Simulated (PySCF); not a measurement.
Gas-phase reaction: InF3 + 2 H ⇌ InF + 2 HF

Energies from PySCF, thermal terms from the rigid-rotor harmonic-oscillator model, ideal gas at 1 bar. † marks an energy on the PBE0/def2-TZVP geometry and frequencies; other levels use their own. MP2 and CCSD(T) freeze the core. Open shells (unrestricted): H (multiplicity 2); the rest are closed-shell singlets. B3LYP is the form with VWN-RPA correlation. In: scalar-relativistic def2 core potential, no spin-orbit coupling. MP2 isn't extrapolated to the basis-set limit; its ΔH°(298 K) is -362.2 kJ in def2-SVP and -442.3 kJ in def2-TZVPP. CCSD(T) isn't extrapolated to the basis-set limit; its ΔH°(298 K) is -410.7 kJ in def2-SVP and -457.9 kJ in def2-TZVPP. The harmonic model lacks anharmonicity and excited electronic states, which grow with temperature; levels with a mode under 35 cm⁻¹ are left out.

```json
[
 {"level": "B3LYP/def2-TZVP†", "ΔE electronic, kJ": "-505", "ΔH°(298 K), kJ": "-468", "ΔS°(298 K), J/K": "44", "ΔG°(2500 K), kJ": "-503"},
 {"level": "CCSD(T)/def2-SVP†", "ΔE electronic, kJ": "-448", "ΔH°(298 K), kJ": "-411", "ΔS°(298 K), J/K": "44", "ΔG°(2500 K), kJ": "-446"},
 {"level": "CCSD(T)/def2-TZVPP†", "ΔE electronic, kJ": "-495", "ΔH°(298 K), kJ": "-458", "ΔS°(298 K), J/K": "44", "ΔG°(2500 K), kJ": "-494"},
 {"level": "MP2/def2-SVP†", "ΔE electronic, kJ": "-399", "ΔH°(298 K), kJ": "-362", "ΔS°(298 K), J/K": "44", "ΔG°(2500 K), kJ": "-398"},
 {"level": "PBE/def2-SVP", "ΔE electronic, kJ": "-441", "ΔH°(298 K), kJ": "-406", "ΔS°(298 K), J/K": "42", "ΔG°(2500 K), kJ": "-435"},
 {"level": "PBE0/def2-QZVP†", "ΔE electronic, kJ": "-482", "ΔH°(298 K), kJ": "-445", "ΔS°(298 K), J/K": "44", "ΔG°(2500 K), kJ": "-481"},
 {"level": "PBE0/def2-TZVP", "ΔE electronic, kJ": "-473", "ΔH°(298 K), kJ": "-436", "ΔS°(298 K), J/K": "44", "ΔG°(2500 K), kJ": "-471"},
 {"level": "r2SCAN/def2-TZVP†", "ΔE electronic, kJ": "-455", "ΔH°(298 K), kJ": "-418", "ΔS°(298 K), J/K": "44", "ΔG°(2500 K), kJ": "-454"},
 {"level": "LDA/def2-TZVP†", "ΔE electronic, kJ": "-503", "ΔH°(298 K), kJ": "-466", "ΔS°(298 K), J/K": "44", "ΔG°(2500 K), kJ": "-502"},
 {"level": "ωB97M-V/def2-TZVP†", "ΔE electronic, kJ": "-472", "ΔH°(298 K), kJ": "-435", "ΔS°(298 K), J/K": "44", "ΔG°(2500 K), kJ": "-470"},
 {"level": "ωB97X-V/def2-TZVP†", "ΔE electronic, kJ": "-452", "ΔH°(298 K), kJ": "-415", "ΔS°(298 K), J/K": "44", "ΔG°(2500 K), kJ": "-450"}
]
```
ΔH° is lowest at B3LYP/def2-TZVP† and highest at MP2/def2-SVP†. No reference value is set beside these.
